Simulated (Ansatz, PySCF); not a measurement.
C₃H₈OSn, SMILES C=[CH][SnH2][O]C. Atoms are numbered in the order given.

```xyz
13

Sn    -0.0176    -0.4408     0.0219
C      1.9172     0.1928    -0.5810
C      2.8312     0.6044     0.3018
O     -1.2725     0.8596    -0.8237
C     -2.6501     0.7104    -0.6830
H     -0.1760    -0.3183     1.7298
H     -0.4707    -1.9927    -0.5629
H      2.1668     0.1811    -1.6484
H      3.8300     0.9319    -0.0111
H      2.6323     0.6418     1.3792
H     -2.9985     0.8149     0.3657
H     -3.0293    -0.2641    -1.0564
H     -3.1572     1.4972    -1.2690
```

Coordinates come from a PBE0-D3(BJ)/def2-SVP optimisation. The def2 effective core potentials stand for the cores of Sn; spin–orbit coupling is left out. The values are those of a single conformer.

Two levels are set side by side: PBE-D3(BJ)/def2-SVP (Ansatz, an electronic-structure program) and PBE0-D3(BJ)/def2-SVP (Ansatz). Each level has its own optimised geometry; the coordinates shown are those of the second. Frequencies come from the Hessian of PySCF at each geometry. Differences are taken from unrounded values.

```json
[
 {"quantity": "mean bond length (Å)", "PBE0-D3(BJ)": "1.408"},
 {"quantity": "bond Sn1–C2 (Å)", "PBE0-D3(BJ)": "2.123"},
 {"quantity": "bond Sn1–O4 (Å)", "PBE0-D3(BJ)": "1.995"},
 {"quantity": "bond C2–C3 (Å)", "PBE0-D3(BJ)": "1.336"},
 {"quantity": "bond O4–C5 (Å)", "PBE0-D3(BJ)": "1.393"},
 {"quantity": "bond Sn1–H6 (Å)", "PBE0-D3(BJ)": "1.720"},
 {"quantity": "bond Sn1–H7 (Å)", "PBE0-D3(BJ)": "1.719"},
 {"quantity": "bond C2–H8 (Å)", "PBE0-D3(BJ)": "1.096"},
 {"quantity": "bond C3–H9 (Å)", "PBE0-D3(BJ)": "1.097"},
 {"quantity": "bond C3–H10 (Å)", "PBE0-D3(BJ)": "1.096"},
 {"quantity": "bond C5–H11 (Å)", "PBE0-D3(BJ)": "1.110"},
 {"quantity": "bond C5–H12 (Å)", "PBE0-D3(BJ)": "1.110"},
 {"quantity": "bond C5–H13 (Å)", "PBE0-D3(BJ)": "1.104"},
 {"quantity": "highest harmonic wavenumber (cm⁻¹)", "PBE0-D3(BJ)": "3228"},
 {"quantity": "mean harmonic wavenumber (cm⁻¹)", "PBE0-D3(BJ)": "1286"},
 {"quantity": "zero-point energy (kcal/mol)", "PBE0-D3(BJ)": "60.67"}
]
```

**Question.** What does PBE-D3(BJ) give, and how far is it from PBE0-D3(BJ)? (The exact figures need the calculation; the answer reports its results.)

**Answer.** 
```
quantity                            PBE-D3(BJ)  PBE-D3(BJ) minus PBE0-D3(BJ)
----------------------------------  ----------  ----------------------------
mean bond length (Å)                     1.422                         0.013
bond Sn1–C2 (Å)                          2.142                         0.018
bond Sn1–O4 (Å)                          2.023                         0.028
bond C2–C3 (Å)                           1.345                         0.010
bond O4–C5 (Å)                           1.408                         0.015
bond Sn1–H6 (Å)                          1.738                         0.018
bond Sn1–H7 (Å)                          1.737                         0.018
bond C2–H8 (Å)                           1.104                         0.008
bond C3–H9 (Å)                           1.105                         0.008
bond C3–H10 (Å)                          1.104                         0.008
bond C5–H11 (Å)                          1.120                         0.010
bond C5–H12 (Å)                          1.120                         0.010
bond C5–H13 (Å)                          1.113                         0.009
highest harmonic wavenumber (cm⁻¹)        3132                           -96
mean harmonic wavenumber (cm⁻¹)           1238                           -48
zero-point energy (kcal/mol)             58.39                         -2.28
```

GGA bonds tend to be longer and softer than those of functionals with exact exchange. Differences between two approximate levels are no errors against the true value.
